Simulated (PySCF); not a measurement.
CH₇NOSi, SMILES CO[SiH2]N.

Geometry optimised at PBE-D3(BJ)/def2-SVP. The values are those of a single conformer.

All values below come from PBE-D3(BJ)/def2-SVP (PySCF).

Frequencies are harmonic and unscaled.

Question: Estimate the vibrational spectrum. (The exact figures need the calculation; the answer reports its results.)

Answer: 
| mode | ν (cm⁻¹) | IR (km/mol) | moving atoms (share of kinetic energy) |
|---|---|---|---|
| 1 | 48 | 1.6 | O 35 %, H 31 %, C 17 %, N 12 % |
| 2 | 116 | 0.9 | H 93 % |
| 3 | 159 | 12.1 | H 30 %, C 21 %, O 18 %, Si 17 %, N 15 % |
| 4 | 246 | 20.8 | H 91 % |
| 5 | 298 | 13.0 | H 30 %, O 23 %, C 17 %, N 15 %, Si 15 % |
| 6 | 430 | 204.9 | H 63 %, N 34 % |
| 7 | 548 | 38.4 | H 86 %, Si 11 % |
| 8 | 725 | 63.5 | O 41 %, Si 30 %, H 12 %, C 12 % |
| 9 | 755 | 16.4 | H 92 % |
| 10 | 842 | 0.6 | H 51 %, N 36 %, Si 11 % |
| 11 | 879 | 55.9 | H 76 %, N 16 % |
| 12 | 915 | 194.9 | H 58 %, Si 29 %, N 12 % |
| 13 | 920 | 240.5 | H 85 %, Si 14 % |
| 14 | 1111 | 169.9 | O 39 %, C 35 %, H 25 % |
| 15 | 1136 | 0.4 | H 76 %, C 19 % |
| 16 | 1171 | 86.3 | H 53 %, C 24 %, O 23 % |
| 17 | 1422 | 1.8 | H 96 % |
| 18 | 1423 | 3.7 | H 97 % |
| 19 | 1426 | 12.9 | H 88 %, C 10 % |
| 20 | 1497 | 35.2 | H 89 %, N 10 % |
| 21 | 2151 | 175.2 | H 96 % |
| 22 | 2152 | 88.4 | H 98 % |
| 23 | 2900 | 81.8 | H 97 % |
| 24 | 2963 | 51.0 | H 90 %, C 10 % |
| 25 | 3027 | 33.7 | H 91 %, C 9 % |
| 26 | 3492 | 23.1 | H 96 % |
| 27 | 3586 | 27.2 | H 91 %, N 9 % |
